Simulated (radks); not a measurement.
Spherical quantum dot in the effective-mass picture: electrons in a hard-walled sphere of radius 2.34, with a point charge +1 (a donor) at the centre, all in effective atomic units (hartree* = m*/eps^2 hartree, bohr* = eps/m* bohr), one dielectric constant everywhere. Method: non-relativistic Kohn-Sham, exchange-only LDA, spin-polarised, spherical densities; computed with a radial shooting solver with Libxc functionals. Levels are named by radial order and angular momentum (1s, 1p, 1d, 2s, ...), and open shells are averaged over m.

N = 20, configuration 1s2 1p6 1d10 2s2. This is the lowest configuration that the search found. Occupied and some empty levels:

level,occupation,eigenvalue (hartree*),<r> (bohr*)
1s,2,11.694,1.424
1p,6,12.311,1.558
1d,10,13.236,1.634
2s,2,14.242,1.013
1f,0,14.450,1.692
1g,0,15.932,1.738
2p,0,16.234,1.215

Energy (hartree*): total 144.410, kinetic 53.792, external -15.212, Hartree 117.63, exchange-correlation -11.795. Static polarisability (adiabatic kernel): 4.696 bohr*^3.
